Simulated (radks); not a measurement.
The dysprosium ion Dy54+, configuration [Ne] 3s2 (the NIST ground configuration). Calculated with a radial shooting solver on a logarithmic mesh with Libxc functionals: scalar-relativistic Kohn-Sham, PBE, spin-polarised, spherical densities, point nucleus.

Unscreened Slater integrals over Kohn-Sham orbitals (hartree). They are taken over the spin-up orbitals. Empty in this configuration: 3p.

| integral | value |
|---|---|
| F0(3s,3s) | 4.2347 |
| F0(3s,2p) | 5.5355 |
| G1(3s,2p) | 0.58762 |
| F0(3s,2s) | 5.4236 |
| G0(3s,2s) | 0.47215 |
| F0(3s,1s) | 6.3977 |
| G0(3s,1s) | 0.34556 |
| F0(3s,3p) | 4.2901 |
| G1(3s,3p) | 2.7632 |
| F0(2p,2p) | 11.676 |
| F2(2p,2p) | 5.5413 |
| F0(2p,2s) | 10.788 |
| G1(2p,2s) | 6.1462 |
| F0(2p,1s) | 15.882 |
| G1(2p,1s) | 3.0501 |
| F0(2p,3p) | 5.7575 |
| F2(2p,3p) | 1.5075 |
| G0(2p,3p) | 0.60235 |
| G2(2p,3p) | 0.66962 |
| F0(2s,2s) | 10.230 |
| F0(2s,1s) | 14.461 |
| G0(2s,1s) | 1.4743 |
| F0(2s,3p) | 5.5900 |
| G1(2s,3p) | 0.47796 |
| F0(1s,1s) | 44.913 |
| F0(1s,3p) | 6.6942 |
| G1(1s,3p) | 0.75486 |
| F0(3p,3p) | 4.3611 |
| F2(3p,3p) | 2.1803 |
